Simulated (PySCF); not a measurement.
Mo(S)2(OH)(SH) (H2MoOS3), SMILES [OH][Mo](=[S])(=[S])[SH], multiplicity 1. Geometry: B3LYP-D3(BJ)/def2-SVP. The spin state was assumed, not searched. The structure was generated by enumeration; whether it is a known compound was not checked. The def2 effective core potentials stand for the cores of Mo; spin–orbit coupling is left out. Other conformers were not sampled.

These are PySCF 2.14.0 with B3LYP-D3(BJ)/def2-SVP values and carry that method's errors.

Harmonic wavenumbers (cm⁻¹): 135, 144, 178, 180, 209, 296, 332, 393, 554, 565, 614, 646, 728, 2645, 3813. Rotational constants (GHz): 1.652, 1.549, 1.228; symmetry number 1.

Work out the zero-point energy and the ideal-gas rigid-rotor harmonic-oscillator thermochemistry at 298.15 K and 1 atm.

ZPE = ½ Σ hcν = ½ × 11432 cm⁻¹ = 68.38 kJ/mol. H − E(el) = 91.27 kJ/mol. Entropy in J/(mol K): translation 175.44, rotation 121.40, vibration 76.00, total 372.85. G − E(el) = -19.90 kJ/mol. Cp = 113.26 J/(mol K). Modes under 150 cm⁻¹ make the vibrational entropy uncertain.
